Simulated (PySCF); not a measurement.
Compound: C5H6F4O2.
Atom-mapped SMILES: `[F:1][C:2]([F:3])([F:4])[C@:5]1([F:6])[CH2:7][O:8][CH2:9][CH2:10][O:11]1` (hydrogens: H12, H13 on C7; H14, H15 on C9; H16, H17 on C10)

Computed geometry: GFN2-xTB, gas phase.

Task: What internal coordinates does the optimisation give?

Result: 
| bond | length (pm) |
| --- | --- |
| F1–C2, C2–F4 | 133.8 |
| C2–F3 | 132.6 |
| C2–C5 | 154.3 |
| C5–F6 | 138.8 |
| C5–C7 | 154.0 |
| C7–O8 | 140.0 |
| O8–C9 | 141.5 |
| C9–C10 | 152.5 |
| C10–O11 | 143.4 |
| C5–O11 | 137.0 |
| C7–H12 | 109.1 |
| C7–H13 | 110.2 |
| C9–H14 | 110.0 |
| C9–H15 | 109.0 |
| C10–H16 | 109.5 |
| C10–H17 | 108.8 |

Bonds in one row agree within 1 pm and their mean is given. A selection of angles:
| angle | degrees |
| --- | --- |
| F1–C2–F3 | 107.6 |
| F1–C2–C5 | 110.5 |
| F3–C2–C5 | 112.9 |
| F4–C2–C5 | 111.3 |
| C2–C5–F6 | 106.3 |
| C2–C5–C7 | 110.6 |
| C2–C5–O11 | 107.0 |
| F6–C5–C7 | 108.9 |
| F6–C5–O11 | 109.9 |
| C7–C5–O11 | 113.8 |
| C5–C7–O8 | 111.5 |
| C7–O8–C9 | 111.4 |
| O8–C9–C10 | 109.7 |
| C9–C10–O11 | 109.7 |
| C5–O11–C10 | 112.7 |

Dihedral angles: F1–C2–C5–F6 180° (antiperiplanar); C2–C5–C7–O8 -170° (antiperiplanar); C5–C7–O8–C9 54° (synclinal); C7–O8–C9–C10 -60° (synclinal); O8–C9–C10–O11 59° (synclinal); C9–C10–O11–C5 -55° (synclinal); C2–C5–O11–C10 173° (antiperiplanar).

The C–F distances run from 1.326 Å (C2–F3, drawn single) to 1.388 Å (C5–F6, drawn single), a spread of 0.062 Å. The 6-membered ring C5–C7–O8–C9–C10–O11 has internal angles of 109.7° to 113.8°; it is puckered, 0.22 Å rms from its mean plane, widest ring torsion 60°. The 4 C–O bonds span 1.370 Å (C5–O11, drawn single) to 1.434 Å (C10–O11, drawn single), a spread of 0.064 Å. Of the pairs four or more bonds apart, F1···H13 is among the closest relative to their van der Waals radii: 2.49 Å, 93 % of the sum of Bondi's values.

Point group: C1 (no symmetry element, even within 0.4 Å). No frequency check. The numbers are those of one conformer.
